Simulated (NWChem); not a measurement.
System: Br, doublet

Input file for NWChem:

```
start job
memory heap 200 mb stack 900 mb global 1100 mb
geometry units angstroms noautoz
  Br     0.000000     0.000000     0.000000
end
basis spherical
  * library def2-svp
end
dft
  odft
  mult 2
  xc xtpss03 ctpss03
  iterations 150
  mulliken
end
task dft energy
```

The open p shell is one determinant without spherical averaging. No stability test was run on the SCF state.

Give the results of this calculation. (TPSS/def2-SVP, spin-unrestricted.) Quantities: basis functions; energy (Ha); highest occupied level (eV); lowest empty minus highest occupied level, either spin (eV); <S²>.


```json
{
 "number_of_basis_functions": "32",
 "energy (Ha)": "-2573.71",
 "highest occupied level (eV)": "-7.32",
 "lowest empty minus highest occupied level, either spin (eV)": "0.30",
 "<S²>": "0.752"
}
```
